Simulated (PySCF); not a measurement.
Cl4Cu2, SMILES [Cl][Cu]1<-[Cl][Cu]([Cl])<-[Cl]1 (connectivity only; charge and spin as stated), neutral, multiplicity 3.

Geometry: B3LYP-D3(BJ)/def2-SVP. The spin state was assumed, not searched. The values are those of a single conformer.

All values below come from PySCF 2.14.0 with TDA-B3LYP/def2-SVPD.

Vertical excitations. Isolated molecule, no solvent.

| state | energy (eV) | λ (nm) | f | main pairs |
|---|---|---|---|---|
| root 1 | 0.57 | 2159 | 0.000 | β HOMO→LUMO 64 %, β HOMO−1→LUMO+1 25 % |
| root 2 | 0.62 | 2007 | 0.000 | β HOMO−1→LUMO 50 %, β HOMO→LUMO+1 39 % |
| root 3 | 0.66 | 1878 | 0.000 | β HOMO−3→LUMO 64 %, β HOMO−6→LUMO+1 22 % |
| root 4 | 0.74 | 1676 | 0.000 | β HOMO−3→LUMO+1 50 %, β HOMO−6→LUMO 35 % |
| root 5 | 1.20 | 1030 | 0.000 | β HOMO−4→LUMO 63 %, β HOMO−11→LUMO+1 21 %, β HOMO−15→LUMO 15 % |
| root 6 | 1.32 | 939 | 0.000 | β HOMO−4→LUMO+1 51 %, β HOMO−11→LUMO 31 %, β HOMO−15→LUMO+1 17 % |
| root 7 | 1.35 | 919 | 0.000 | β HOMO−8→LUMO+1 41 %, β HOMO−9→LUMO 22 %, β HOMO−12→LUMO 15 %, β HOMO−6→LUMO 9 % |
| root 8 | 1.36 | 914 | 0.002 | β HOMO−8→LUMO 51 %, β HOMO−9→LUMO+1 16 %, β HOMO−12→LUMO+1 14 %, β HOMO−6→LUMO+1 9 % |
| root 9 | 1.82 | 683 | 0.000 | β HOMO−1→LUMO 47 %, β HOMO→LUMO+1 32 %, β HOMO−7→LUMO+1 12 % |
| root 10 | 1.97 | 629 | 0.000 | β HOMO−1→LUMO+1 67 %, β HOMO→LUMO 25 % |
Unrestricted roots are not spin-pure.
